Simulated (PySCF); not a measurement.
# 2-thiophenecarbonitrile (SMILES N#Cc1cccs1)

Molfile (atoms numbered from 1):
```
C5H3NS
     RDKit          3D

 10 10  0  0  0  0  0  0  0  0999 V2000
    3.2499   -0.5443    0.4590 N   0  0  0  0  0  0  0  0  0  0  0  0
    2.1337   -0.2809    0.2798 C   0  0  0  0  0  0  0  0  0  0  0  0
    0.7728    0.0434    0.0627 C   0  0  0  0  0  0  0  0  0  0  0  0
   -0.2110   -0.7595   -0.4800 C   0  0  0  0  0  0  0  0  0  0  0  0
   -1.4641   -0.1044   -0.5466 C   0  0  0  0  0  0  0  0  0  0  0  0
   -1.4114    1.1772   -0.0562 C   0  0  0  0  0  0  0  0  0  0  0  0
    0.1517    1.6021    0.4892 S   0  0  0  0  0  0  0  0  0  0  0  0
   -0.0205   -1.7798   -0.8127 H   0  0  0  0  0  0  0  0  0  0  0  0
   -2.3727   -0.5596   -0.9412 H   0  0  0  0  0  0  0  0  0  0  0  0
   -2.2229    1.9009    0.0122 H   0  0  0  0  0  0  0  0  0  0  0  0
  1  2  3  0
  2  3  1  0
  3  4  2  0
  4  5  1  0
  5  6  2  0
  6  7  1  0
  7  3  1  0
  4  8  1  0
  5  9  1  0
  6 10  1  0
M  END
```

Method: PySCF 2.14.0, TDDFT CAM-B3LYP/def2-TZVPD excited states, vertical, gas phase. Geometry: PBE0-D3(BJ)/def2-SVP.

(1) Give the one- and two-photon strengths of the lowest singlets.

## Answers

(1) δ for parallel linear polarisation; σ at the peak of a Lorentzian of half width 0.1 eV, single beam; Ω is circular over linear.
```csv
state,E (eV),f,photon λ (nm),δ (au),σ (GM),Ω,main
S1,5.09,0.202,488,11,0.10,1.09,HOMO→LUMO 0.90
S2,5.52,0.105,449,52.4,0.58,0.99,HOMO−1→LUMO 0.85
S3,5.93,0.000,418,0.37,0.01,1.50,"HOMO→LUMO+2 0.34, HOMO→LUMO+4 0.28"
S4,6.23,0.000,398,0.4,0.01,1.50,"HOMO−1→LUMO+1 0.34, HOMO−1→LUMO+2 0.31"
S5,6.36,0.001,390,8.6,0.13,1.50,"HOMO→LUMO+3 0.22, HOMO→LUMO+7 0.19"
S6,6.53,0.001,380,2.24,0.04,1.50,HOMO−2→LUMO 0.81
```

Among these, the strongest one-photon state is S1, the strongest two-photon state S2, with a dipole change of 0.4 D (relaxed, norm of the difference vector).
